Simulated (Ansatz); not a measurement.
An input meant for the cluster Pt₃H₄ (charge 0, singlet; atoms displaced at random, 0.03 Å in each coordinate).

```yaml
crystal:
  periodic: [false, false, false]
  atoms:
    - {symbol: Pt, position_ang: [-0.431615, 1.052096, -0.380763]}
    - {symbol: Pt, position_ang: [0.784251, -1.322253, -0.481644]}
    - {symbol: Pt, position_ang: [-1.141854, -1.102245, 0.966367]}
    - {symbol: H, position_ang: [0.941566, 1.905844, 0.267604]}
    - {symbol: H, position_ang: [0.641566, 1.905844, 0.217604]}
    - {symbol: H, position_ang: [0.887748, -2.843970, -0.363636]}
    - {symbol: H, position_ang: [-0.003224, 2.090425, -1.484546]}
basis:
  gaussian: {orbitals: def2-SVPD}
hamiltonian: {xc: {name: PBE0}, dispersion: d3bj}
scf: {omitted_lower_state_checks: [starts]}
output: {forces: true}
```

```sh
$ ansatz run in.yaml --threads 4 --pin off --events-out ev --progress --plain --max-ram 3916MiB
```

It prints (some lines left out):

```
Functional definition: PBE0
1334 factors; integrals over basis functions are off by at most 1.2e-3 eV
mean field evaluation 1: about -9783.1922 eV, gradient 5.0e1 eV
mean field evaluation 2: about -9608.4250 eV, gradient 2.7e2 eV
mean field evaluation 4: about -9781.9757 eV, gradient 5.8e1 eV
mean field evaluation 8: about -9789.5515 eV, gradient 7.1e-1 eV
mean field -9789.55608189 eV, -359.7595504099 hartree, gradient 2.5e-5 eV, S^2 0.000000; 0 other end points of the search recorded, 0 dependent functions left out
reference -9789.55611817 eV, -359.7595517431 hartree; 29, 29 occupied and 108, 108 virtual orbitals, 1334 factors
Total energy: -9789.77724012 eV, -359.7676778249 hartree
Atom 0 at    -0.431615     1.052096    -0.380763 Å, force    -1.982898    -2.444286    -0.316344 eV/Å
Atom 1 at     0.784251    -1.322253    -0.481644 Å, force     1.153039    -0.469927    -0.572609 eV/Å
Atom 2 at    -1.141854    -1.102245     0.966367 Å, force    -0.903731     1.083064    -0.206212 eV/Å
Atom 3 at     0.941566     1.905844     0.267604 Å, force   115.853506    -0.492774    18.915952 eV/Å
Atom 4 at     0.641566     1.905844     0.217604 Å, force  -113.556635     2.902201   -17.422960 eV/Å
Atom 5 at     0.887748    -2.843970    -0.363636 Å, force    -0.023077    -0.168814    -0.143320 eV/Å
Atom 6 at    -0.003224     2.090425    -1.484546 Å, force    -0.540204    -0.409464    -0.254507 eV/Å
Dipole moment:     0.137132     0.530349     0.125956 e Å
Checks for a lower state left out: starts
```

Q: What is wrong with this run?

A: One atom was put on top of another. The run converged. The result belongs to that input, not to the species as meant.
